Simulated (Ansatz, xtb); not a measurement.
The molecule AlW, multiplicity 6 (lowest of 2S+1 = 2, 4, 6, 8 at CCSD(T)/def2-TZVPP on PBE0 minima; our sources give no spin for the ground state, which may be another). No spin–orbit coupling.

Constants: fifth-degree fit in 1/R to seven points, most abundant isotopes. In def2 and cc sets the state is the lowest found near the PBE0 minimum, followed along R.

Correlated levels freeze the inner cores; with def2 sets outer-core shells near the valence are correlated too.

Programs: Ansatz (an electronic-structure program) with Gaussian orbitals; xtb for the GFN methods.  In def2 rows elements past Kr take small-core potentials, without spin–orbit coupling. The GFN methods have no spin term and hold the electronic entropy of 300 K.

```
level                 r_e (Å)  ω_e (cm⁻¹)  ω_e x_e (cm⁻¹)  dipole (D)
--------------------  -------  ----------  --------------  ----------
GFN1-xTB                2.583         ___             3.7           -
GFN2-xTB                2.552         343             1.1           -
r2SCAN/def2-TZVPP       2.629         266             1.2        0.94
PBE0/def2-TZVPP         2.631         268             1.1        0.82
BHLYP/def2-TZVPP        2.642         262             1.0        0.44
CAM-B3LYP/def2-TZVPP    2.622         273             1.0        0.42
wB97M-V/def2-TZVPP      2.624         273            0.92        0.06
B2PLYP/def2-TZVPP         ___         ___            0.99           -
```

Question: Some entries are withheld; supply them.

Answer: 
- B2PLYP/def2-TZVPP, r_e (Å): 2.612
- B2PLYP/def2-TZVPP, ω_e (cm⁻¹): 293
- GFN1-xTB, ω_e (cm⁻¹): 309

Doubts at one or more of the structures used: a spin-contaminated determinant (r2SCAN/def2-TZVPP).
